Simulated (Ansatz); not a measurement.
`CS[SiH](N)O` + `N[SiH2]S` → `N[SiH2]S[SiH](N)O` + CH₃SH  (ligand exchange at the Si–S bond)

Calculated with Ansatz (gas phase, PBE0-D4/def2-TZVP geometries, no zero-point term in ΔE). CBS: MP2 limit from def2 TZ/QZ plus the TZ coupled-cluster correction, frozen cores. This one scheme is used for every species. DFT in def2-TZVPP. B3LYP here is the variant with VWN-RPA as its local correlation; programs differ in this. One conformer a species, not always the lowest.

Task: Is it downhill or uphill in electronic energy at CCSD(T)/CBS, and by how much? (An estimate is asked.)

Result: Computed: Downhill: ΔE = -25.1 kJ/mol.

Task: What do these levels give: PBE0-D4, B3LYP-D4, ωB97M-V, B2PLYP, PBE, r2SCAN, PBE0, MP2/def2-TZVPP, HF/def2-QZVPP, MP2/def2-QZVPP, HF/CBS(def2), CCSD/CBS(def2)? (Estimate.)

Result: The calculation gave: PBE0-D4 -29.3, B3LYP-D4 -27.3, ωB97M-V -25.9, B2PLYP -23.4, PBE -26.4, r2SCAN -26.9, PBE0 -25.3, MP2/def2-TZVPP -28.6, HF/def2-QZVPP -10.5, MP2/def2-QZVPP -27.3, HF/CBS(def2) -10.4, CCSD/CBS(def2) -21.8 kJ/mol.

Largest T1 diagnostic among the species: 0.012.

The D4 term adds −7.1 kJ/mol with B3LYP and −4.0 kJ/mol with PBE0; it sums over pairs of atoms, weighted by their polarisabilities, and B3LYP, whose exchange is more repulsive, gets the larger term. In def2-TZVPP, CCSD(T) changes the Hartree–Fock value by −15.8 kJ/mol (the triples alone add −3.3 kJ/mol) and MP2 by −17.5 kJ/mol.
